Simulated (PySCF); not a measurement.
C2H5BO2, singlet, geometry from GFN2-xTB. Base run: PBE/6-31G in PySCF.

Here is a job for PySCF.
```python
from pyscf import gto, scf, dft, solvent

mol = gto.Mole()
mol.atom = '''
    B     0.22785646    0.40696456    0.20460278
    C    -0.66088889   -0.35623061   -0.84764847
    C    -0.90746038   -1.65898545   -0.80306477
    H    -1.09859335    0.21880443   -1.65918104
    H    -1.51957146   -2.16578374   -1.53359994
    H    -0.49347226   -2.26642740   -0.01589776
    O     0.78664116   -0.27694620    1.22514403
    H     1.30842206    0.27188564    1.81183972
    O     0.46527194    1.75028914    0.13423991
    H     0.05872361    2.21125112   -0.59696702
'''
mol.basis = '6-31g'
mol.verbose = 3
mol.build()

mf = dft.RKS(mol)
mf.xc = 'pbe'
mf.kernel()
```

The base run was repeated with changes; each row names its change, and settings that it needs were set with it.

```
change                                                ΔE vs base (kcal/mol)  dipole (D)  HOMO-LUMO gap (eV)
----------------------------------------------------  ---------------------  ----------  ------------------
base                                                                  0.000        1.53                5.23
model = IEF-PCM; solvent = water; vdw_scale = 1.1                       [?]         [?]                 [?]
model = IEF-PCM; solvent = water; lebedev_order = 11                  -7.55        2.02                5.26
model = ddCOSMO; solvent = water                                      -5.36        1.97                5.26
model = IEF-PCM; solvent = water                                      -8.06        2.05                5.26
model = C-PCM; solvent = water                                          [?]         [?]                5.26
model = SS(V)PE; solvent = water                                      -7.97        2.03                5.26
model = IEF-PCM; solvent = water; r_probe = 0.5                         [?]         [?]                 [?]
model = IEF-PCM; solvent = water; vdw_scale = 1.4                     -4.39        1.91                5.25
model = IEF-PCM; solvent = dimethylsulfoxide                          -7.94        2.04                5.26
model = COSMO; solvent = water                                        -8.07        2.05                5.26
model = IEF-PCM; solvent = water; vdw_scale = 1.0                    -15.48        2.21                5.29
```

**Question.** Complete the blanks.

**Answer.** 
- model = IEF-PCM; solvent = water; vdw_scale = 1.1, ΔE vs base (kcal/mol): -11.13
- model = IEF-PCM; solvent = water; vdw_scale = 1.1, dipole (D): 2.13
- model = IEF-PCM; solvent = water; vdw_scale = 1.1, HOMO-LUMO gap (eV): 5.27
- model = C-PCM; solvent = water, ΔE vs base (kcal/mol): -8.12
- model = C-PCM; solvent = water, dipole (D): 2.06
- model = IEF-PCM; solvent = water; r_probe = 0.5, ΔE vs base (kcal/mol): -2.79
- model = IEF-PCM; solvent = water; r_probe = 0.5, dipole (D): 1.84
- model = IEF-PCM; solvent = water; r_probe = 0.5, HOMO-LUMO gap (eV): 5.24

The base is the gas phase, so ΔE is the electrostatic part of solvation at a fixed geometry, without cavity and dispersion terms.
